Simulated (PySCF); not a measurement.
# C9H7: g tensor and hyperfine couplings

C9H7 (doublet state).
Numbering: `[CH:1]#[C:2][C:3]1=[CH:4][CH:5]=[CH:6]/[C:7]1=[C:8]\[CH3:9]` (hydrogens: H10 on C1; H11 on C4; H12 on C5; H13 on C6; H14, H15, H16 on C9)

Method used: UKS B3LYP, pcH-1 on C H, non-relativistic, mean-field spin-orbit, GIAO (PySCF). Isolated species at its GFN2-xTB geometry, gas phase. The geometry wasn't refined by DFT: couplings that depend on bond lengths, twists or pyramidal angles can differ widely from those at the functional's own minimum. Stability of the SCF solution: not tested.

```json
{
 "g1, g2, g3": "2.00136, 2.00209, 2.00296",
 "g_iso": "2.00214",
 "Form of g": "rhombic: the two nearest values differ by 45 % of g3 − g1",
 "⟨S²⟩": "0.7626 (exact 0.7500)",
 "α and β electrons": "31, 30",
 "HOMO–LUMO gap, α and β orbitals": "3.62, 3.50 eV",
 "Basis functions": "295"
}
```

Isotropic coupling and dipolar principal values T1 to T3, in MHz; ρ(0) is the spin density at the nucleus:

```json
{"atom": "C1", "isotope": "13C", "a_iso": "1.6", "T1": "-0.7", "T2": "-0.3", "T3": "1.0", "Mulliken spin population": "0.00", "ρ(0) (bohr⁻³)": "0.0014"}
{"atom": "C2", "isotope": "13C", "a_iso": "-1.5", "T1": "-1.2", "T2": "-0.4", "T3": "1.6", "Mulliken spin population": "0.00", "ρ(0) (bohr⁻³)": "-0.0013"}
{"atom": "C3", "isotope": "13C", "a_iso": "48.8", "T1": "-4.8", "T2": "-4.2", "T3": "9.0", "Mulliken spin population": "0.05", "ρ(0) (bohr⁻³)": "0.0434"}
{"atom": "C4", "isotope": "13C", "a_iso": "-2.9", "T1": "-4.7", "T2": "1.6", "T3": "3.1", "Mulliken spin population": "-0.02", "ρ(0) (bohr⁻³)": "-0.0026"}
{"atom": "C5", "isotope": "13C", "a_iso": "-1.9", "T1": "-6.7", "T2": "1.8", "T3": "4.9", "Mulliken spin population": "-0.03", "ρ(0) (bohr⁻³)": "-0.0017"}
{"atom": "C6", "isotope": "13C", "a_iso": "62.1", "T1": "-8.6", "T2": "-4.7", "T3": "13.3", "Mulliken spin population": "0.08", "ρ(0) (bohr⁻³)": "0.0553"}
{"atom": "C7", "isotope": "13C", "a_iso": "-12.7", "T1": "-16.8", "T2": "0.7", "T3": "16.1", "Mulliken spin population": "-0.16", "ρ(0) (bohr⁻³)": "-0.0113"}
{"atom": "C8", "isotope": "13C", "a_iso": "272.5", "T1": "-86.3", "T2": "-61.5", "T3": "147.8", "Mulliken spin population": "1.03", "ρ(0) (bohr⁻³)": "0.2424"}
{"atom": "C9", "isotope": "13C", "a_iso": "8.9", "T1": "-4.2", "T2": "-4.1", "T3": "8.4", "Mulliken spin population": "-0.05", "ρ(0) (bohr⁻³)": "0.0079"}
{"atom": "H10", "isotope": "1H", "a_iso": "0.2", "T1": "-0.9", "T2": "-0.9", "T3": "1.7", "Mulliken spin population": "0.00", "ρ(0) (bohr⁻³)": "0.0000"}
{"atom": "H11", "isotope": "1H", "a_iso": "4.1", "T1": "-1.0", "T2": "-0.5", "T3": "1.5", "Mulliken spin population": "0.00", "ρ(0) (bohr⁻³)": "0.0009"}
{"atom": "H12", "isotope": "1H", "a_iso": "11.6", "T1": "-1.2", "T2": "-0.4", "T3": "1.6", "Mulliken spin population": "0.01", "ρ(0) (bohr⁻³)": "0.0026"}
{"atom": "H13", "isotope": "1H", "a_iso": "-5.0", "T1": "-4.9", "T2": "-1.0", "T3": "5.9", "Mulliken spin population": "0.00", "ρ(0) (bohr⁻³)": "-0.0011"}
{"atom": "H14", "isotope": "1H", "a_iso": "33.3", "T1": "-6.8", "T2": "-5.6", "T3": "12.3", "Mulliken spin population": "0.01", "ρ(0) (bohr⁻³)": "0.0074"}
{"atom": "H15", "isotope": "1H", "a_iso": "31.9", "T1": "-6.7", "T2": "-5.5", "T3": "12.3", "Mulliken spin population": "0.01", "ρ(0) (bohr⁻³)": "0.0071"}
{"atom": "H16", "isotope": "1H", "a_iso": "152.4", "T1": "-5.8", "T2": "-1.9", "T3": "7.7", "Mulliken spin population": "0.08", "ρ(0) (bohr⁻³)": "0.0341"}
```

Largest spin populations (Mulliken): C8 (+1.03), C7 (-0.16), C6 (+0.08) and H16 (+0.08). C8 is the only atom above +0.15. The positive populations add up to 1.27 and the negative ones to -0.27, together 2S = 1.

Axes: g1 points within 11° of the C8–C9 bond and g2 points within 14° of the C6–C7 bond.

Under fast tumbling the dipolar parts average out, and these isotropic splittings remain: 3 × 1H (H14/H15/H16, I = 1/2, 4 lines) with 2.59 mT, 1 × 1H (H12, I = 1/2, 2 lines) with 0.41 mT, 1 × 1H (H13, I = 1/2, 2 lines) with 0.18 mT and 1 × 1H (H11, I = 1/2, 2 lines) with 0.15 mT.

Class means assume fast exchange of nuclei equivalent by connectivity; if that motion is slow, each nucleus keeps its own coupling. The three 1H nuclei of mean +72.5 MHz run from 31.9 to 152.4 MHz in the frozen geometry.

The 13C coupling of C8 (272.5 MHz) shows only in satellite lines or after enrichment, since that isotope makes up about 1.07 % of natural carbon.

Examples of negative spin density at the nucleus (bohr⁻³): C7 (-0.0113), C4 (-0.0026) and C5 (-0.0017).

Hardware: an Arm Neoverse V2 with one thread, shared host with 96 logical CPUs at a one-minute load of 40. Cost: 82 s wall (with the writing of density and orbital grids), 0.98 GiB resident at most.
